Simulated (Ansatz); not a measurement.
Worked example: AuOH → Au + OH

Species: AuOH `[OH][Au]`, singlet; Au atom, doublet; OH, doublet. 

Shapes, held fixed at every level: PBE0-D4/def2-TZVP. Programs: Ansatz 0.2.0. The zero-point and thermal change to 298 K, harmonic and unscaled (PBE0-D4/def2-TZVP), is -5.2 kJ/mol.

At CCSD(T)/def2-TZVPP; 1 Eh = 2625.50 kJ/mol:

| species | energy (Eh) |
| --- | --- |
| AuOH | -211.078616 |
| Au | -135.354466 |
| OH | -75.641505 |

Work out ΔH(298 K) of the reaction at this level.


1. Products less reactants: (-135.354466) + (-75.641505) − [(-211.078616)] = 0.082645 Eh = +217.0 kJ/mol.
2. With the thermal change: +217.0 + (-5.2) = +211.8 kJ/mol.

Other levels give +186.6 (CCSD(T)/def2-SVP) to +325.6 kJ/mol (SPW92/def2-TZVPP). No measured value is set beside it here. T1 is large for AuOH, so single-reference values are less sure there. Open shells run unrestricted unless RO is named. For atoms past krypton def2 sets carry core potentials with scalar relativity. Correlated rows may include outer-core shells of Au, which these sets cover unevenly.
